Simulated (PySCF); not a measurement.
# Correlation energy of P⁺ (phosphorus, charge +1)

[Ne] 3s2 3p1 4s1, high-spin 3P determinant (an excited configuration). Calculation: PySCF 2.14, in aug-cc-pV(D+d)Z (5s4p3d, 32 functions); no relativity, point nucleus. Frozen: [Ne]; 4 electrons correlated.

```
  level  correlation energy (mhartree)
   CCSD                         -69.69
    (T)                          -1.76
CCSD(T)                         -71.45
  CCSDT                         -72.11
```

Diagnostics: T1 = 0.013, D1 = 0.0305, largest double amplitude 0.102.

The outer electron is Rydberg-like, and this basis confines it to a smaller radius and binds it less than a complete one would.

Cost of the coupled-cluster step: of the order of 0.4 core-seconds, for 4 correlated electrons.
